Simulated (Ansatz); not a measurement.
Saddle point of GeH5BrO, closed shell (GeH₃Br ([GeH3][Br]) + H₂O → GeH₄O ([OH][GeH3]) + HBr; bonds formed: Ge1–O7, Br2–H6; bonds broken: Ge1–Br2, H6–O7), PBE0-D4/def2-TZVP structure:

```csv
atom,x (Å),y (Å),z (Å)
Ge1,-0.6813,0.3261,-0.4089
Br2,0.7021,-1.9287,-1.0575
H3,-0.2131,0.8109,-1.7813
H4,-0.9335,1.6230,0.4189
H5,-1.9230,-0.5468,-0.2773
H6,1.1384,-0.8483,0.6827
O7,0.6532,-0.0773,1.0980
H8,1.2572,0.6409,1.3253
```

Energies are electronic, without zero-point energy. Barriers and step energies count from the start structure reached by relaxing down the imaginary mode; all methods use the PBE0-D4 structures, on which another method's saddle can fall below an end. Ansatz 0.2.0; basis: def2-TZVPP, with def2-QZVPP for the basis limit; cores frozen in the correlated methods. Filled d shells of the heavier atoms are correlated. The def2 sets are not built for correlating such inner shells, so the correlated values are less sure here. B3LYP uses VWN-RPA correlation. Extrapolation: Hartree–Fock as exp(−7.88 √X), correlation as X^−2.97.

```json
{"method": "SPW92", "barrier (eV)": "0.658", "step energy (eV)": "0.409"}
{"method": "PBE-D4", "barrier (eV)": "?", "step energy (eV)": "0.519"}
{"method": "BLYP-D4", "barrier (eV)": "0.952", "step energy (eV)": "0.467"}
{"method": "r2SCAN-D4", "barrier (eV)": "0.948", "step energy (eV)": "0.518"}
{"method": "B97M-V", "barrier (eV)": "1.026", "step energy (eV)": "0.513"}
{"method": "PBE0-D4", "barrier (eV)": "0.982", "step energy (eV)": "0.573"}
{"method": "B3LYP-D4", "barrier (eV)": "1.020", "step energy (eV)": "0.514"}
{"method": "r2SCAN0-D4", "barrier (eV)": "1.011", "step energy (eV)": "0.571"}
{"method": "BHLYP-D4", "barrier (eV)": "?", "step energy (eV)": "0.571"}
{"method": "CAM-B3LYP-D4", "barrier (eV)": "?", "step energy (eV)": "0.468"}
{"method": "wB97X-V", "barrier (eV)": "1.067", "step energy (eV)": "0.535"}
{"method": "wB97M-V", "barrier (eV)": "1.019", "step energy (eV)": "0.572"}
{"method": "B2PLYP", "barrier (eV)": "1.067", "step energy (eV)": "0.495"}
{"method": "PBE-QIDH", "barrier (eV)": "1.053", "step energy (eV)": "0.564"}
{"method": "RPA on PBE", "barrier (eV)": "1.143", "step energy (eV)": "0.490"}
{"method": "HF", "barrier (eV)": "1.337", "step energy (eV)": "0.625"}
{"method": "MP2", "barrier (eV)": "1.101", "step energy (eV)": "0.518"}
{"method": "CCSD", "barrier (eV)": "1.175", "step energy (eV)": "0.538"}
{"method": "CCSD(T)", "barrier (eV)": "1.120", "step energy (eV)": "0.518"}
```

Fill in the withheld barriers. (To be estimated.)

By the calculation: BHLYP-D4 1.103; CAM-B3LYP-D4 1.038; PBE-D4 0.891 eV. Each is the energy of the saddle less that of the start structure, by the same method.

For comparison, the barrier by CCSD(T) at an estimated basis limit (MP2 extrapolated from triple and quadruple zeta, plus CCSD(T) − MP2 in triple zeta) is 1.118 eV.

T1 diagnostic: at most 0.011.

The step is the kind of ligand exchange by which a precursor binds to a hydroxyl group, or is hydrolysed, in atomic layer deposition of oxides.

Labels in which every atom is bracketed show which atoms are joined, not bond orders.

For scale, one of the runs: CCSD(T)/def2-TZVPP, 197 basis functions, launched by `ansatz run in.yaml --threads 4 --pin off --events-out ev --progress --plain --max-ram 9574MiB`. Hardware: 4 CPU threads of an Arm Neoverse V1, shared host. Wall time 99 s; peak host memory 2.4 GiB.
